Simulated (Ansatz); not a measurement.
`[OH][Cd][O][SiH3]`. Charge 0, multiplicity 1. Cd: def2 effective core potential. Geometry: relaxed with PBE0-D4/def2-TZVP. It is one conformer, not always the lowest.

```xyz
8

O     2.260   -2.602    0.315
Cd    0.934   -1.177    0.479
O    -0.319    0.279    0.825
Si   -1.041    1.407   -0.093
H     2.019   -3.250   -0.351
H    -0.053    2.317   -0.746
H    -1.856    0.798   -1.188
H    -1.944    2.228    0.759
```

**Question.** What is the dipole moment at PBE/def2-TZVPP? (Best estimate.)

**Answer.** Ansatz gave: 1.71 D, with components (0.04, -1.43, -0.93) D in this frame, pointing from negative to positive charge.

**Question.** And with r2SCAN, B3LYP, ωB97M-V? (Estimate.)

**Answer.** Ansatz gave: r2SCAN 1.72 D, B3LYP 1.72 D, ωB97M-V 1.73 D.

**Question.** Give the Mulliken charges with PBE, ωB97M-V, B3LYP in def2-TZVPP. (Best estimate.)

**Answer.** Computed: 
```
atom    PBE  ωB97M-V  B3LYP
  O1  -0.54    -0.59  -0.58
 Cd2   0.75     0.90   0.86
  O3  -0.53    -0.64  -0.62
 Si4   0.38     0.35   0.46
  H5   0.19     0.17   0.18
  H6  -0.09    -0.07  -0.10
  H7  -0.09    -0.07  -0.11
  H8  -0.07    -0.05  -0.09
```

B3LYP here is the variant with VWN-RPA as its local correlation; programs differ in this.
